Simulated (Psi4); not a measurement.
C4H10N2 (SMILES CC/N=C/CN), singlet, at a GFN2-xTB geometry; PBE/6-31G (Psi4).

Psi4 was given this input:
```
memory 2 GB

molecule mol {
0 1
C    -2.378302   -0.772321   -0.872983
C    -1.727754   -0.245839    0.403468
N    -0.305525   -0.216848    0.240356
C     0.337230    0.852421    0.360192
C     1.825888    0.881100    0.175530
N     2.434426   -0.391802   -0.152956
H    -2.194841   -0.087975   -1.698419
H    -3.451079   -0.873806   -0.731486
H    -1.958832   -1.741892   -1.127191
H    -2.138101    0.746067    0.660456
H    -1.940740   -0.936310    1.226122
H    -0.133160    1.818765    0.607851
H     2.063304    1.597154   -0.620247
H     2.283873    1.259890    1.096949
H     2.215998   -1.061349    0.578590
H     2.008907   -0.752162   -1.001667
}

set {
  basis 6-31g
  reference rks
}

energy('pbe')
print_variables()
```

It wrote (shortened):

```
   => Loading Basis Set <=

    Name: 6-31G
    Role: ORBITAL
    Keyword: BASIS

         ---------------------------------------------------------
                                   SCF
               by Justin Turney, Rob Parrish, Andy Simmonett
                          and Daniel G. A. Smith
                              RKS Reference
         ---------------------------------------------------------

  ==> Geometry <==

    Molecular point group: c1
    Full point group: C1

    Geometry (in Angstrom), charge = 0, multiplicity = 1:

       Center              X                  Y                   Z               Mass
    ------------   -----------------  -----------------  -----------------  -----------------
         C           -2.415775010888    -0.772663635784    -0.884615942801    12.000000000000
         C           -1.765227010888    -0.246181635784     0.391835057199    12.000000000000
         N           -0.342998010888    -0.217190635784     0.228723057199    14.003074004430
         C            0.299756989112     0.852078364216     0.348559057199    12.000000000000
         C            1.788414989112     0.880757364216     0.163897057199    12.000000000000
         N            2.396952989112    -0.392144635784    -0.164588942801    14.003074004430
         H           -2.232314010888    -0.088317635784    -1.710051942801     1.007825032230
         H           -3.488552010888    -0.874148635784    -0.743118942801     1.007825032230
         H           -1.996305010888    -1.742234635784    -1.138823942801     1.007825032230
         H           -2.175574010888     0.745724364216     0.648823057199     1.007825032230
         H           -1.978213010888    -0.936652635784     1.214489057199     1.007825032230
         H           -0.170633010888     1.818422364216     0.596218057199     1.007825032230
         H            2.025830989112     1.596811364216    -0.631879942801     1.007825032230
         H            2.246399989112     1.259547364216     1.085316057199     1.007825032230
         H            2.178524989112    -1.061691635784     0.566957057199     1.007825032230
         H            1.971433989112    -0.752504635784    -1.013299942801     1.007825032230

  Running in c1 symmetry.

  Rotational constants: A =      0.29890  B =      0.05571  C =      0.05114 [cm^-1]
  Rotational constants: A =   8960.67888  B =   1670.24416  C =   1532.99659 [MHz]
  Nuclear repulsion =  237.308067437473312

  Charge       = 0
[...]
   @DF-RKS iter   5:  -267.48698301608005   -1.78388e-02   5.67009e-04 ADIIS/DIIS
   @DF-RKS iter   6:  -267.48777019398540   -7.87178e-04   1.78807e-04 ADIIS/DIIS
   @DF-RKS iter   7:  -267.48786680351679   -9.66095e-05   2.27346e-05 DIIS
   @DF-RKS iter   8:  -267.48786804338926   -1.23987e-06   1.01125e-05 DIIS
   @DF-RKS iter   9:  -267.48786831890226   -2.75513e-07   1.94066e-06 DIIS
   @DF-RKS iter  10:  -267.48786833130913   -1.24069e-08   3.27628e-07 DIIS
  Energy and wave function converged.

  ==> Post-Iterations <==

   Electrons on quadrature grid:
      Ntotal   =   48.0000987344 ; deviation = 9.873e-05

    Orbital Energies [Eh]
    ---------------------

    Doubly Occupied:

[...]
    Virtual:

[...]
    Final Occupation by Irrep:
              A
    DOCC [    24 ]
    NA   [    24 ]
    NB   [    24 ]

  @DF-RKS Final Energy:  -267.48786833130913

   => Energetics <=

    Nuclear Repulsion Energy =            237.3080674374733121
    One-Electron Energy =                -830.4673636780137258
    Two-Electron Energy =                 364.6198248537035624
    DFT Exchange-Correlation Energy =     -38.9483969444722007
    Empirical Dispersion Energy =           0.0000000000000000
    VV10 Nonlocal Energy =                  0.0000000000000000
    Total Energy =                       -267.4878683313091301

Computation Completed

Properties will be evaluated at   0.000000,   0.000000,   0.000000 [a0]

Properties computed using the SCF density matrix

 Multipole Moments:

 ------------------------------------------------------------------------------------
     Multipole            Electronic (a.u.)      Nuclear  (a.u.)        Total (a.u.)
 ------------------------------------------------------------------------------------

 L = 1.  Multiply by 2.5417464519 to convert [e a0] to [Debye]
 Dipole X            :          2.5820762           -3.3990438           -0.8169676
 Dipole Y            :          0.3439727           -0.0310832            0.3128896
 Dipole Z            :          1.1989073           -1.0551876            0.1437196
 Magnitude           :                                                    0.8865615

 ------------------------------------------------------------------------------------

  Variable Map:
  ----------------------------------------------------------------------------
[...]
  Array Variable Map:
  ----------------------------------------------------------------------------
[...]
[...]
```
